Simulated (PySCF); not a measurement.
PySCF input for C₃H₉NSi, SMILES C=CN(C)[SiH3], HF/pcSseg-1. Coordinates come from a B3LYP-D3(BJ)/def2-SVP optimisation. The values are those of a single conformer.

```python
import numpy as np
from pyscf import gto, scf, dft
from pyscf.prop.nmr import rhf as nmr

mol = gto.M(
    atom='''
    C     1.73040383   -1.23453702    0.42347520
    C     1.31168909    0.04022085    0.32851810
    N     0.03067753    0.48804920    0.01836012
    C    -0.24589279    1.89694083    0.26826385
    Si   -1.22403117   -0.63939225   -0.48217874
    H     1.06348147   -2.09211899    0.30035393
    H     2.78089872   -1.44635304    0.62496376
    H     2.03404898    0.85058185    0.48900605
    H    -1.20958056    2.18133122   -0.17683454
    H    -0.28958731    2.13446925    1.34765423
    H     0.53223103    2.53525890   -0.18623551
    H    -0.73289662   -1.47433669   -1.61399750
    H    -1.64770332   -1.56024418    0.61585437
    H    -2.38639955    0.19081073   -0.90032616
    ''',
    basis='pcSseg-1',
    charge=0,
    spin=0,
    max_memory=1600,
    verbose=3,
)
mf = scf.RHF(mol)
mf.conv_tol = 1e-10
mf.max_cycle = 100
mf.kernel()
n = nmr.NMR(mf)
n.verbose = 2
n.max_cycle_cphf = 60
sigma = n.kernel()
print('atom   isotropic/ppm   span/ppm')
for i, s in enumerate(sigma):
    w = np.linalg.eigvalsh((s + s.T) / 2)
    print(f'{mol.atom_symbol(i):2s}{i + 1:3d} {w.mean():14.3f} {w[2] - w[0]:11.3f}')
```

Log of the run:

```
converged SCF energy = -462.159500435204
atom   isotropic/ppm   span/ppm
C   1         99.435     169.891
C   2         35.500     221.361
N   3        226.152     123.520
C   4        153.283      59.232
Si  5        440.163      95.563
H   6         27.558       7.912
H   7         27.524       6.775
H   8         25.549       6.455
H   9         29.075      10.942
H  10         29.044      11.633
H  11         29.040      10.803
H  12         27.463       7.847
H  13         27.481       8.216
H  14         27.658       8.035
```

The calculation finished and met its thresholds.
